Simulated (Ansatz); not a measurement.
Job for Ansatz (a program for electronic structure): R-wB97X-V/def2-TZVPPD on C2H4O (a complex). Files ending in .json are basis or fitting sets from the Basis Set Exchange.

Ansatz 0.2 input:
```yaml
crystal:
  periodic: [false, false, false]
  atoms:
    - {symbol: C, position_ang: [0.06360890, -0.08363640, 0.10786685]}
    - {symbol: H, position_ang: [0.12023995, -0.17870432, -0.97559735]}
    - {symbol: H, position_ang: [0.67750604, -0.85414509, 0.57251028]}
    - {symbol: H, position_ang: [0.42681772, 0.89914889, 0.40547274]}
    - {symbol: H, position_ang: [-0.97064074, -0.19990559, 0.42894481]}
    - {symbol: C, position_ang: [0.24351064, -0.25760582, 3.66534713]}
    - {symbol: O, position_ang: [-0.48818422, 0.59670194, 3.67572911]}
basis:
  gaussian:
    orbitals: def2-TZVPPD.json
hamiltonian:
  xc: {name: wB97X-V}
scf: {lower_state_search: off}
```

The head of its log:

```
WARN ansatz: RAYON_NUM_THREADS=1 ignored (pool sized by the plan → 1); use --threads N
Functional definition: wB97X-V
these checks for a lower state are left out or cut short: stability, starts, cluster_reference, orbital_swaps, neighbouring_geometries, increment
integrals: 0.08 GiB planned
768 factors; their error is unknown
integrals: 0.11 GiB planned
250 factors; integrals over basis functions are off by at most 3.2e-5 eV
mean field: 0.82 GiB planned
mean field evaluation 1: about -4182.7430 eV, gradient 4.4e1 eV
mean field evaluation 2: about -4182.4198 eV, gradient 4.9e1 eV
```

### Question
Predict the final total energy.

### Answer
-153.8434 hartree.
